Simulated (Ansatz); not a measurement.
Cl3Pr, triplet, at a GFN2-xTB geometry (such geometries of metal compounds can be far from the true shape) (core potentials on Pr), with bond 2-1 at 1.25 times its length; B3LYP/def2-SVP (Ansatz, a program for electronic structure).

The Ansatz input:
Ansatz 0.2 input:
```yaml
crystal:
  periodic: [false, false, false]
  atoms:
    - {symbol: Pr, position_ang: [-0.36651559, 0.22300505, -0.22759395]}
    - {symbol: Cl, position_ang: [-1.46089263, -2.67609934, 0.36193436]}
    - {symbol: Cl, position_ang: [1.06580887, 2.24571696, -0.36848001]}
    - {symbol: Cl, position_ang: [1.44823304, -0.92339721, 0.91433620]}
basis:
  gaussian:
    orbitals: def2-SVP
hamiltonian:
  xc: b3lyp
magnetization: {spin_polarized: true, initial_magnetization: 2}
scf: {lower_state_search: off}
```

It wrote (shortened):

```
Functional definition: B3LYP
these checks for a lower state are left out or cut short: stability, starts, cluster_reference, orbital_swaps, neighbouring_geometries, increment
1178 factors; integrals over basis functions are off by at most 6.6e-4 eV
mean field evaluation 1: about -51607.0007 eV, gradient 7.3e1 eV
mean field evaluation 2: about -48959.9643 eV, gradient 1.1e3 eV
mean field evaluation 4: about -49904.6901 eV, gradient 8.6e2 eV
mean field evaluation 8: about -51631.3490 eV, gradient 1.4e0 eV
mean field evaluation 16: about -51631.6818 eV, gradient 1.8e-1 eV
mean field evaluation 32: about -51631.6975 eV, gradient 8.1e-3 eV
mean field -51631.69750616 eV, -1897.4298861299 hartree, gradient 2.0e-6 eV, S^2 2.024292; 0 other end points of the search recorded, 0 dependent functions left out
reference -51631.69779418 eV, -1897.4298967143 hartree; 42, 40 occupied and 90, 92 virtual orbitals, 1178 factors
Total energy: -51631.69779418 eV, -1897.4298967143 hartree
Checks for a lower state left out: stability, starts, cluster_reference, orbital_swaps, neighbouring_geometries, increment
```
